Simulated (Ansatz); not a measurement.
```yaml
crystal:
  periodic: [false, false, false]
  atoms:
    - {symbol: Ga, position_ang: [-2.030152, -1.165417, -1.370271]}
    - {symbol: P, position_ang: [-1.833039, -1.059710, 1.102549]}
    - {symbol: Ga, position_ang: [2.021254, -1.176919, -1.374677]}
    - {symbol: P, position_ang: [-0.001733, -0.004481, -1.892636]}
    - {symbol: P, position_ang: [1.838987, -1.056663, 1.098582]}
    - {symbol: Ga, position_ang: [0.003327, 0.005253, 2.198296]}
    - {symbol: Ga, position_ang: [0.003255, 2.335042, -1.380961]}
    - {symbol: P, position_ang: [-0.000589, 2.123109, 1.093026]}
    - {symbol: H, position_ang: [-1.914748, -2.708964, -1.680694]}
    - {symbol: H, position_ang: [-3.300911, -0.278782, -1.672841]}
    - {symbol: H, position_ang: [-1.916146, -2.356267, 1.699558]}
    - {symbol: H, position_ang: [-3.000328, -0.496137, 1.706082]}
    - {symbol: H, position_ang: [1.891315, -2.721499, -1.674273]}
    - {symbol: H, position_ang: [3.297280, -0.302830, -1.690824]}
    - {symbol: H, position_ang: [-0.003273, -0.008021, -3.325569]}
    - {symbol: H, position_ang: [1.931708, -2.349522, 1.702157]}
    - {symbol: H, position_ang: [3.006889, -0.484215, 1.692516]}
    - {symbol: H, position_ang: [0.004817, 0.008528, 3.770721]}
    - {symbol: H, position_ang: [-1.393630, 3.001411, -1.692239]}
    - {symbol: H, position_ang: [1.404082, 2.994979, -1.688418]}
    - {symbol: H, position_ang: [-1.080697, 2.846930, 1.687912]}
    - {symbol: H, position_ang: [1.072332, 2.854178, 1.692004]}
basis:
  gaussian: {orbitals: def2-mTZVPP}
total_charge: 1
magnetization: {spin_polarized: true, initial_magnetization: 1}
hamiltonian: {xc: {name: CAM-B3LYP}, dispersion: d3bjatm}
output: {forces: true}
```

```sh
$ ansatz run in.yaml --threads 2 --pin off --events-out ev --progress --plain --max-ram 22528MiB --backend cuda --devices 0, --max-vram 18GiB
```

Shortened log:

```
Functional definition: CAM-B3LYP
3020 factors; integrals over basis functions are off by at most 1.9e-3 eV
987 factors; integrals over basis functions are off by at most 5.1e-6 eV
mean field evaluation 1: about -246899.7820 eV, gradient 3.3e1 eV
mean field evaluation 2: about -246900.0800 eV, gradient 3.8e1 eV
mean field evaluation 4: about -246903.0186 eV, gradient 1.2e0 eV
mean field evaluation 8: about -246903.1257 eV, gradient 2.6e-1 eV
mean field evaluation 16: about -246903.1345 eV, gradient 1.1e-2 eV
mean field evaluation 32: about -246903.1351 eV, gradient 7.4e-4 eV
mean field evaluation 64: about -246903.1348 eV, gradient 5.7e-3 eV
mean field -246903.13516790 eV, -9073.5228604644 hartree, gradient 5.9e-10 eV, S^2 0.760596; 6 other end points of the search recorded, 0 dependent functions left out
reference -246903.13538797 eV, -9073.5228685518 hartree; 99, 98 occupied and 223, 224 virtual orbitals, 3020 factors
Total energy: -246904.18305993 eV, -9073.5613697862 hartree
Atom 0 at    -2.030152    -1.165417    -1.370271 Å, force    -1.754921     0.094194     0.820147 eV/Å
Atom 1 at    -1.833039    -1.059710     1.102549 Å, force    -0.542035    -0.271996     0.488561 eV/Å
Atom 2 at     2.021254    -1.176919    -1.374677 Å, force     0.777110    -0.072251     0.432061 eV/Å
Atom 3 at    -0.001733    -0.004481    -1.892636 Å, force     0.980909    -1.149241    -1.433596 eV/Å
Atom 4 at     1.838987    -1.056663     1.098582 Å, force     0.478770    -0.256444     0.559706 eV/Å
Atom 5 at     0.003327     0.005253     2.198296 Å, force     0.112562    -0.134739     0.319404 eV/Å
Atom 6 at     0.003255     2.335042    -1.380961 Å, force    -0.623117     1.886383     1.023687 eV/Å
Atom 7 at    -0.000589     2.123109     1.093026 Å, force    -0.028305     0.650346     0.444934 eV/Å
Atom 8 at    -1.914748    -2.708964    -1.680694 Å, force     0.521032     0.337588    -0.198497 eV/Å
Atom 9 at    -3.300911    -0.278782    -1.672841 Å, force     0.465419    -0.151848    -0.050455 eV/Å
Atom 10 at    -1.916146    -2.356267     1.699558 Å, force     0.095086     0.405791    -0.314207 eV/Å
Atom 11 at    -3.000328    -0.496137     1.706082 Å, force     0.384869    -0.148633    -0.349983 eV/Å
Atom 12 at     1.891315    -2.721499    -1.674273 Å, force    -0.202256     0.372591    -0.111332 eV/Å
Atom 13 at     3.297280    -0.302830    -1.690824 Å, force    -0.392737    -0.156699    -0.055720 eV/Å
Atom 14 at    -0.003273    -0.008021    -3.325569 Å, force    -0.015936     0.006303     0.435849 eV/Å
Atom 15 at     1.931708    -2.349522     1.702157 Å, force    -0.072750     0.414944    -0.307333 eV/Å
Atom 16 at     3.006889    -0.484215     1.692516 Å, force    -0.393039    -0.158185    -0.315672 eV/Å
Atom 17 at     0.004817     0.008528     3.770721 Å, force    -0.021991     0.026060    -0.426322 eV/Å
Atom 18 at    -1.393630     3.001411    -1.692239 Å, force     0.264112    -0.475935    -0.093594 eV/Å
Atom 19 at     1.404082     2.994979    -1.688418 Å, force    -0.050162    -0.663686    -0.187853 eV/Å
Atom 20 at    -1.080697     2.846930     1.687912 Å, force     0.313658    -0.266297    -0.350368 eV/Å
Atom 21 at     1.072332     2.854178     1.692004 Å, force    -0.296280    -0.288245    -0.329419 eV/Å
Dipole moment:    -0.070954     0.087893     0.313233 e Å
```

Run time 24 s (2 threads of AMD EPYC 7R13 on a shared host and a share (18 GiB) of an NVIDIA H100 80GB HBM3), peak host memory 1.6 GiB.

The dipole of an ion depends on the origin.
